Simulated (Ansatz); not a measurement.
CH2ClNOSi, SMILES `O[SiH]1N=C1Cl`. Charge 0, multiplicity 1.

```xyz
7

O     1.786   -0.393   -0.100
Si    0.380    0.342   -0.442
N    -1.124   -0.568   -0.651
C    -1.140    0.120    0.426
Cl   -2.373    0.191    1.619
H     1.774   -1.184    0.442
H     0.697    1.492   -1.295
```

(1) What are the harmonic wavenumbers in cm⁻¹ at PBE0-D4/def2-TZVP (Ansatz, finite differences of forces, unscaled)? (Best estimate.)

(2) Is this a minimum?

(3) Give the ideal-gas thermochemistry at 298.15 K and 1 bar (rigid rotor, harmonic oscillator; point group C1, symmetry number 1).

(4) And at 400, 500, 600, 800 and 1000 K?

Results:

(1) Ansatz gave: 148, 259, 287, 357, 416, 473, 621, 727, 795, 883, 954, 1131, 1573, 2330, 3908.

(2) Yes, all 15 modes are real.

(3) Zero-point energy 88.9 kJ/mol; H(298) − E = 106.4 kJ/mol; entropy 321.3 J/(mol·K), of which translation 167.2, rotation 112.8, vibration 41.3; G(298) − E = 10.7 kJ/mol.

(4) 
```csv
T (K),H − E (kJ/mol),S (J/mol/K),G − E (kJ/mol)
400,116.3,349.5,-23.5
500,127.1,373.6,-59.7
600,138.7,394.8,-98.2
800,163.8,430.8,-180.9
1000,190.4,460.5,-270.1
```
